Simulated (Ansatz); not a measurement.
SnHMe2I (C2H7ISn). Total charge 0; singlet. Geometry r2SCAN-D4/def2-SVP.

```csv
atom,x (Å),y (Å),z (Å)
Sn1,-0.682,0.246,-0.179
H2,-1.893,1.351,0.340
C3,-0.337,-1.323,1.252
H4,0.032,-0.893,2.195
H5,0.410,-2.023,0.852
H6,-1.275,-1.865,1.441
C7,1.125,1.240,-0.793
H8,0.897,1.969,-1.583
H9,1.835,0.497,-1.182
H10,1.574,1.761,0.066
I11,-1.685,-0.961,-2.409
```

In the def2 sets I, Sn take a core potential, while STO-3G treats all electrons; there is no spin–orbit coupling. B3LYP takes the VWN-RPA correlation.

Problem. Estimate the orbital energies around the gap (eV) in Ansatz with HF/STO-3G, PBE-D4/def2-SVP, r2SCAN-D4/def2-TZVP, B3LYP-D4/def2-TZVP, PBE0-D4/def2-TZVPD.

Solution. 
| orbital | HF/STO-3G | PBE-D4/def2-SVP | r2SCAN-D4/def2-TZVP | B3LYP-D4/def2-TZVP | PBE0-D4/def2-TZVPD |
| --- | --- | --- | --- | --- | --- |
| HOMO−13 | -24.94 | -25.72 | -26.45 | -28.03 | -28.53 |
| HOMO−12 | -24.06 | -17.29 | -18.37 | -19.32 | -19.81 |
| HOMO−11 | -23.59 | -16.76 | -17.91 | -18.84 | -19.33 |
| HOMO−10 | -18.14 | -16.55 | -17.31 | -18.29 | -18.67 |
| HOMO−9 | -14.54 | -11.92 | -12.35 | -13.22 | -13.49 |
| HOMO−8 | -14.33 | -10.16 | -10.64 | -11.54 | -11.79 |
| HOMO−7 | -14.18 | -10.09 | -10.57 | -11.47 | -11.73 |
| HOMO−6 | -14.13 | -9.92 | -10.41 | -11.31 | -11.56 |
| HOMO−5 | -13.91 | -9.87 | -10.36 | -11.27 | -11.52 |
| HOMO−4 | -10.51 | -7.75 | -8.12 | -8.83 | -9.06 |
| HOMO−3 | -9.92 | -7.41 | -7.71 | -8.40 | -8.66 |
| HOMO−2 | -8.45 | -7.37 | -7.70 | -8.23 | -8.49 |
| HOMO−1 | -7.03 | -5.95 | -6.39 | -6.97 | -7.23 |
| HOMO | -7.02 | -5.94 | -6.37 | -6.96 | -7.22 |
| LUMO | 7.48 | -1.53 | -1.45 | -1.12 | -0.94 |
| LUMO+1 | 10.41 | -0.26 | -0.17 | -0.10 | -0.20 |
| LUMO+2 | 11.69 | 0.26 | 0.26 | 0.24 | 0.19 |
| LUMO+3 | 12.18 | 0.85 | 0.93 | 0.97 | 0.28 |
| LUMO+4 | 19.12 | 1.64 | 1.69 | 1.63 | 0.90 |
| LUMO+5 | 19.32 | 2.25 | 2.10 | 1.70 | 1.00 |
